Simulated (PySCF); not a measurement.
Sn(H)2(Me)2 (C₂H₈Sn), SMILES [CH3][SnH2][CH3].

Coordinates come from a B3LYP-D3(BJ)/def2-SVP optimisation. The def2 effective core potentials stand for the cores of Sn; spin–orbit coupling is left out.

All values below come from B3LYP-D3(BJ)/def2-SVP (PySCF).

Frequencies are harmonic and unscaled.

List the normal modes with their intensities. (An estimate is asked for; the answer gives what the named calculation found.)


```tsv
mode	ν (cm⁻¹)	IR (km/mol)	Raman (Å⁴/amu)	depolarisation	moving atoms (share of kinetic energy)
1	92	0.0	0.0	–	H 99 %
2	94	0.0	0.1	0.75	H 94 %
3	132	1.3	4.3	0.74	C 57 %, H 32 %, Sn 11 %
4	335	23.8	2.3	0.75	H 94 %
5	478	0.0	20.5	0.75	H 100 %
6	505	9.5	37.2	0.10	C 74 %, H 18 %
7	515	62.5	5.1	0.75	C 60 %, H 25 %, Sn 15 %
8	555	47.0	17.6	0.75	H 91 %, C 9 %
9	720	106.2	29.8	0.74	H 99 %
10	753	123.3	6.7	0.75	H 86 %, C 13 %
11	782	0.0	12.3	0.75	H 85 %, C 15 %
12	784	79.8	1.7	0.75	H 81 %, C 17 %
13	791	34.0	4.7	0.73	H 80 %, C 19 %
14	1210	0.3	2.5	0.75	H 82 %, C 18 %
15	1216	0.0	10.2	0.04	H 83 %, C 17 %
16	1436	0.0	24.5	0.75	H 95 %
17	1437	1.0	0.0	–	H 95 %
18	1441	1.4	21.9	0.74	H 95 %
19	1444	3.8	0.1	0.75	H 95 %
20	1873	160.8	256.4	0.08	H 100 %
21	1876	235.7	117.9	0.75	H 99 %
22	3044	7.1	261.3	0.00	H 98 %
23	3044	12.7	0.1	0.74	H 98 %
24	3148	0.0	21.3	0.75	H 90 %, C 10 %
25	3148	11.6	145.4	0.75	H 90 %, C 10 %
26	3151	3.2	60.3	0.75	H 90 %, C 10 %
27	3151	6.0	133.0	0.74	H 90 %, C 10 %
```
